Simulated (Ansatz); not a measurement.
Two isomers of AlH6NSiTe: A = `[NH2][AlH][SiH2][TeH]`, B = `[SiH3][NH][AlH][TeH]`.

Isolated molecules relaxed with PBE0-D4/def2-TZVP in Ansatz; ΔE leaves out vibrations. CBS: MP2 limit from def2 TZ/QZ plus the TZ coupled-cluster correction, frozen cores. Functionals use def2-TZVPP. B3LYP here is the variant with VWN-RPA as its local correlation; programs differ in this. Elements past krypton have def2 core potentials. For Te outer-core shells are correlated without core-valence functions, which leaves a few kJ/mol of doubt a bond. Each species was taken in one conformer, which may not be the lowest.

(1) Which isomer does CCSD(T)/CBS put lower? Give the gap. (Best estimate.)

(2) Give E(B) − E(A) in kJ/mol with B3LYP-D4, CCSD/def2-TZVPP, CCSD(T)/def2-TZVPP, B3LYP, ωB97M-V, MP2/def2-TZVPP, r2SCAN-D4. (An estimate is asked.)

Largest T1 diagnostic: 0.012.

Answers

(1) Ansatz gave: B, by 97.2 kJ/mol.

(2) Computed: B3LYP-D4 -94.0, CCSD/def2-TZVPP -101.6, CCSD(T)/def2-TZVPP -99.1, B3LYP -92.2, ωB97M-V -99.5, MP2/def2-TZVPP -107.0, r2SCAN-D4 -89.6. None reverses the order clearly.

In def2-TZVPP, CCSD(T) changes the Hartree–Fock value by +17.8 kJ/mol (the triples alone add +2.5 kJ/mol) and MP2 by +10.0 kJ/mol. From PBE to PBE0 (25 % exact exchange), in def2-TZVPP and without D4, E(B) − E(A) moves by −9.2 kJ/mol.
